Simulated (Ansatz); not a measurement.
Start from `OP([SiH3])[SiH3]` and change one atom or group to get `[SiH3]P[SiH3]`.

Ansatz, PBE0-D4/def2-TZVP geometries, multiplicity 1. Each molecule was computed in one conformer, which needn't be the lowest.

```json
{"property": "HOMO–LUMO gap (B3LYP/def2-TZVPP) / eV", "`OP([SiH3])[SiH3]`": "5.62"}
{"property": "HOMO–LUMO gap (ωB97M-V/def2-TZVPP) / eV", "`OP([SiH3])[SiH3]`": "9.95"}
{"property": "HOMO energy (PBE/def2-TZVPP) / eV", "`OP([SiH3])[SiH3]`": "-5.86"}
{"property": "HOMO energy (B3LYP/def2-TZVPP) / eV", "`OP([SiH3])[SiH3]`": "-6.75"}
{"property": "LUMO energy (PBE0/def2-TZVPP) / eV", "`OP([SiH3])[SiH3]`": "-0.95"}
{"property": "size of the dipole moment (ωB97M-V/def2-TZVPP) / D", "`OP([SiH3])[SiH3]`": "0.85"}
```

Task: What does the change do to each property? (Estimate.)

Result: Computed: 
| property | `[SiH3]P[SiH3]` | shift |
| --- | --- | --- |
| HOMO–LUMO gap (B3LYP/def2-TZVPP) / eV | 7.10 | 1.48 |
| HOMO–LUMO gap (ωB97M-V/def2-TZVPP) / eV | 11.19 | 1.24 |
| HOMO energy (PBE/def2-TZVPP) / eV | -6.45 | -0.59 |
| HOMO energy (B3LYP/def2-TZVPP) / eV | -7.29 | -0.54 |
| LUMO energy (PBE0/def2-TZVPP) / eV | -0.01 | 0.94 |
| size of the dipole moment (ωB97M-V/def2-TZVPP) / D | 0.55 | -0.30 |

With PBE0 the HOMO falls by 0.55 eV and the LUMO rises by 0.94 eV, so the gap widens by about 1.49 eV. PBE moves the HOMO by -0.59 eV and ωB97M-V by -0.54 eV. Dipoles are sizes alone; their direction can turn.

B3LYP here is the variant with VWN-RPA as its local correlation; programs differ in this.
